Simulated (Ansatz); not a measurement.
La6⁻. Total charge -1; doublet. Geometry PBE-D4/def2-SVPD; atoms count from 1.

Cartesian coordinates in Å:
```
La 0.6219 -1.4111 -0.7776
La 0.8183 -0.0376 2.4533
La 1.7177 1.9048 -0.3337
La -1.6630 0.9719 0.1269
La 0.0284 0.9254 -3.1127
La -1.5233 -2.3534 1.6438
```

In the def2 sets La takes a core potential; there is no spin–orbit coupling. The charge -1 doublet is spin-contaminated (final ⟨S²⟩ up to 2.95, 0.75 for a pure state). No other spin state of charge -1 was run. The geometry of the doublet was relaxed on an unsound state (⟨S²⟩ 1.73, where a pure state has 0.75). The structure comes from a short search, and lower isomers may exist.

Estimate the Mulliken populations from the PBE0/def2-TZVPD orbitals of Ansatz.


```csv
atom,charge (e),spin (α − β),d electrons
La1,-0.05,-0.20,2.23
La2,-0.18,0.89,2.02
La3,-0.19,0.82,2.00
La4,-0.18,-0.44,2.07
La5,-0.23,-0.48,1.87
La6,-0.18,0.40,1.83
```
Mulliken values and Mayer orders depend strongly on the basis. With diffuse functions, as here, like atoms can get unlike values, and bond orders can come out too low or too high.

Where does the spin sit?

Summed by element: La 1.00, of 1 unpaired in all. Largest on single atoms: La2 0.89, La3 0.82, La5 -0.48.

And the Mayer bond orders between bonded heavy atoms (over 0.3)?

La1–La2 0.78 (3.52 Å); La1–La3 0.81 (3.52 Å); La1–La4 0.74 (3.42 Å); La1–La5 1.07 (3.36 Å); La1–La6 1.02 (3.37 Å); La2–La3 1.01 (3.51 Å); La2–La4 0.89 (3.55 Å); La2–La6 1.20 (3.39 Å); La3–La4 0.94 (3.54 Å); La3–La5 1.24 (3.40 Å); La4–La5 0.91 (3.65 Å); La4–La6 0.90 (3.66 Å).
